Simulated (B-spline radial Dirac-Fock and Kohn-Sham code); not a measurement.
# Binding energies of Re⁴⁺ at several levels of theory

System: the Re⁴⁺ ion in the configuration 1s2 2s2 2p6 3s2 3p6 3d10 4s2 4p6 4d10 4f14 5s2 5p6 5d2 6s1 (an excited configuration).

The density-functional columns are spherical, spin-unpolarised Dirac-Kohn-Sham results without Breit or QED terms: −ε is minus the orbital energy of the initial state and ΔSCF the difference of two total energies. The reference in the last column comes from Dirac-Fock (average of configuration) total-energy differences with a finite nucleus, the Breit interaction including its frequency dependence, and self-energy and vacuum-polarisation corrections. All numbers are from a radial atomic solver, in eV; a selection of levels is shown. For the 1s level of heavy atoms much of the gap between ΔSCF and the reference is the Breit and QED part, -365.3 eV here; for other levels the error of the functional can be larger.

```tsv
level	PBE −ε	PBE ΔSCF	Dirac-Fock
1s	71581.3	72149.9	71735.1
2s	12443.6	12548.5	12598.1
2p1/2	11911.4	12046.5	12022.1
2p3/2	10471.8	10587.5	10598.7
3s	2918.3	2949.8	3002.3
3p1/2	2680.2	2714.0	2747.8
3p3/2	2367.5	2398.2	2434.8
3d3/2	1966.7	2003.5	2012.9
3d5/2	1898.8	1934.5	1946.3
4s	647.6	663.2	693.8
4p1/2	548.2	563.6	587.2
4p3/2	475.2	490.1	514.1
4d3/2	311.7	326.3	338.9
4d5/2	298.3	312.7	325.4
4f5/2	92.40	105.9	103.3
4f7/2	89.88	103.2	100.9
5p1/2	102.4	111.3	110.9
5p3/2	90.88	99.29	99.24
5d	48.55	55.43	54.47
6s	41.18	45.78	43.99
```

Values without a named source are computed, but for edge energies of neutral atoms, which are taken from tables.
